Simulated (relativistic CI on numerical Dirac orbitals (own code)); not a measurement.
# Sb XLIX: sensitivity of the levels to the model

Base calculation: Dirac-Coulomb-Breit CI, KLI orbitals optimised for each configuration, QED by a radiative potential, unscaled Slater integrals.

Configurations in the expansion (outside the closed core 1s2): 2s, 2p, 3s, 3p, 3d, 4s, 4p, 4d, 4f, 5s, 5p, 5d, 5f, 5g, 6s, 6p, 6d. Levels of other configurations are missing.

Variants: (1) one mean potential for all configurations; (2) non-relativistic limit. Shifts of the energy above 2s 2S_1/2, in eV, for the lowest level and the first level of each name with at least 55 % of one term (blank where a level changes its place among those of its configuration and J or its character, or is not in the variant):

```csv
Level,Base,Δ(1),Δ(2)
2s 2S_1/2,0.00,0.00,0.00
2p 2P°_1/2,111.00,+0.15,-16.13
2p 2P°_3/2,401.73,+0.11,-306.86
3s 2S_1/2,4872.60,-0.06,-238.88
3p 2P°_1/2,4903.23,-0.05,-242.95
3p 2P°_3/2,4989.58,-0.03,-329.30
3d 2D_3/2,4999.49,-0.07,-328.15
3d 2D_5/2,5025.90,-0.07,-354.56
4s 2S_1/2,6553.27,-0.07,-309.28
4p 2P°_1/2,6565.82,-0.06,-310.84
4p 2P°_3/2,6602.13,-0.06,-347.15
4d 2D_3/2,6606.28,-0.08,-346.73
4d 2D_5/2,6617.45,-0.07,-357.89
4f 2F°_5/2,6617.65,-0.08,-357.84
4f 2F°_7/2,6623.16,-0.08,-363.34
5s 2S_1/2,7323.28,-0.07,-336.50
5p 2P°_1/2,7329.60,-0.07,-337.24
5p 2P°_3/2,7348.13,-0.07,-355.77
5d 2D_3/2,7350.25,-0.08,-355.57
5d 2D_5/2,7355.97,-0.07,-361.29
5f 2F°_5/2,7356.09,-0.08,-361.26
5g 2G_7/2,7358.91,-0.08,-364.07
```

At this charge energies of transitions that change n are usually good to better than 1 %, and those within a shell (Δn = 0) to a few per cent.

Ionisation energy from the two ground configurations alone: base 8668.94 eV. The NIST ASD value (theoretical) is 8669.48 eV.
